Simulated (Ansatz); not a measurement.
Input file for Ansatz (a quantum-chemistry and plane-wave program): R-SVWN5/def2-TZVPPD on HBr (SMILES Br). Files ending in .json are basis or fitting sets from the Basis Set Exchange.

Ansatz 0.2 input:
```yaml
crystal:
  periodic: [false, false, false]
  atoms:
    - {symbol: Br, position_ang: [-0.49929743, 0.26644676, -0.20399063]}
    - {symbol: H, position_ang: [0.26136496, -0.57131658, 0.66736226]}
basis:
  gaussian:
    orbitals: def2-TZVPPD.json
hamiltonian:
  xc: {name: SVWN5}
scf: {lower_state_search: off}
```

The log:

```
Functional definition: SVWN5
[...]
these checks for a lower state are left out or cut short: stability, starts, cluster_reference, orbital_swaps, neighbouring_geometries, increment
integrals: 0.01 GiB planned
479 factors; their error is unknown
mean field: 0.14 GiB planned
mean field evaluation 1: about -69965.6324 eV, gradient 1.2e1 eV
mean field evaluation 2: about -69965.7468 eV, gradient 7.3e0 eV
mean field evaluation 4: about -69965.8764 eV, gradient 9.6e-2 eV
mean field evaluation 8: about -69965.8711 eV, gradient 2.6e-2 eV
mean field -69965.87106960 eV, -2571.1983372370 hartree, gradient 5.9e-6 eV, S^2 0.000000; 0 other end points of the search recorded, 0 dependent functions left out
reference -69965.87110517 eV, -2571.1983385442 hartree; 18, 18 occupied and 56, 56 virtual orbitals, 479 factors
Total energy: -69965.87110517 eV, -2571.1983385442 hartree
Checks for a lower state left out: stability, starts, cluster_reference, orbital_swaps, neighbouring_geometries, increment
```

The run converged.

Cost: very roughly 0.29 core-seconds.
